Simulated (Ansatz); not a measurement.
Total energies of n-GeSiSiH8 (Si₂GeH₈) from Ansatz at PBE0-D4/def2-TZVPD, gas phase (1 Eh = 27.2114 eV = 2625.5 kJ/mol). The reference geometry is relaxed at r2SCAN-D4/def2-SVP.

```tsv
state	geometry	energy (Eh)
charge 0 singlet	reference	-2660.29736
charge -1 doublet	reference	-2660.26350
free Ge atom (triplet)	–	-2076.65536
free Si atom (triplet)	–	-289.24952
free H atom (doublet)	–	-0.50104
```

Problem. Work out the vertical electron affinity, to the doublet.

Solution. E(charge 0 singlet) − E(charge -1 doublet) = -2660.29736 − (-2660.26350) = -0.03386 Eh = -0.92 eV; negative, so the extra electron isn't bound.

Problem. What is the binding energy per atom against free atoms?

Solution. Atoms: 1 × (-2076.65536) + 2 × (-289.24952) + 8 × (-0.50104) = -2659.16272 Eh. Binding: -2659.16272 − (-2660.29736) = 1.13464 Eh = 30.88 eV, or 2.81 eV for each of 11 atoms (no zero-point energy, no counterpoise term).

At PBE0-D4/def2-TZVPD the highest occupied level of the charge -1 doublet lies above zero (up to 2.14 eV). By energy differences it is unbound by 0.92 eV (vertical, to the charge 0 singlet, at PBE0-D4/def2-TZVPD) and held by the finite basis.
